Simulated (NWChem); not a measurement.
System meant: BiI3; SMILES [I][Bi]([I])[I]

Input file for NWChem:

```
start job
memory heap 200 mb stack 700 mb global 900 mb
geometry units angstroms noautoz
  Bi     0.000000     0.000000     0.844477
  I      0.291059    -2.484739    -0.455293
  I      2.006317     1.494434    -0.455293
  I     -2.297376     0.990305    -0.455293
end
basis spherical
  * library def2-svp
end
ecp
  I library def2-ecp
  Bi library def2-ecp
end
dft
  xc pbe0
  iterations 4
  mulliken
end
task dft energy
```

End of the output:

```
    Atom       Charge   Shell Charges
 -----------   ------   -------------------------------------------------------
    1 Bi  23    22.66   1.48  0.49  1.14  0.75  4.07  1.67  1.43  1.31  9.33  0.98
    2 I   25    25.11   1.25  0.73  1.08  0.84  2.77  3.18  2.51  2.72  9.48  0.55
    3 I   25    25.11   1.25  0.73  1.08  0.84  2.77  3.18  2.51  2.72  9.48  0.55
    4 I   25    25.11   1.25  0.73  1.08  0.84  2.77  3.18  2.51  2.72  9.48  0.55

 center of mass
 --------------
 x =   0.00000000 y =   0.00000000 z =   0.02805019

 moments of inertia (a.u.)
 ------------------
        5068.297805891282          -0.000000000000           0.000000000000
          -0.000000000000        5068.297805891281           0.000000000000
           0.000000000000           0.000000000000        8508.676169185037

     Multipole analysis of the density
     ---------------------------------

     L   x y z        total         alpha         beta         nuclear
     -   - - -        -----         -----         ----         -------
     0   0 0 0     -0.000000    -49.000000    -49.000000     98.000000

     1   1 0 0      0.000000      0.000000      0.000000      0.000000
     1   0 1 0     -0.000000     -0.000000     -0.000000      0.000000
     1   0 0 1      1.114407     13.589321     13.589321    -26.064236

     2   2 0 0    -83.749443   -460.937436   -460.937436    838.125428
     2   1 1 0     -0.000000     -0.000000     -0.000000      0.000000
     2   1 0 1     -0.000000     -0.000000     -0.000000     -0.000000
     2   0 2 0    -83.749443   -460.937436   -460.937436    838.125428
     2   0 1 1     -0.000000     -0.000000     -0.000000     -0.000000
     2   0 0 2    -78.689114    -95.906834    -95.906834    113.124553

 ------------------------------------------------------------------------
 dft energy failed                                                                                  0
 ------------------------------------------------------------------------
 ------------------------------------------------------------------------
  current input line :
    21: task dft energy
 ------------------------------------------------------------------------
 ------------------------------------------------------------------------
 This type of error is most commonly associated with calculations not reaching convergence criteria
 ------------------------------------------------------------------------
 For more information see the NWChem manual at https://nwchemgit.github.io

0:dft energy failed:Received an Error in Communication
```

Task: Find the fault in this run and fix the input.

Result: The run did not converge; its last values are not results. Cause: the SCF was allowed too few iterations. This input runs:
```
start job
memory heap 200 mb stack 700 mb global 900 mb
geometry units angstroms noautoz
  Bi     0.000000     0.000000     0.844477
  I      0.291059    -2.484739    -0.455293
  I      2.006317     1.494434    -0.455293
  I     -2.297376     0.990305    -0.455293
end
basis spherical
  * library def2-svp
end
ecp
  I library def2-ecp
  Bi library def2-ecp
end
dft
  xc pbe0
  iterations 150
  mulliken
end
task dft energy
```
It converges to -1107.91464 Ha (PBE0/def2-SVP with def2 effective core potentials on I, Bi).
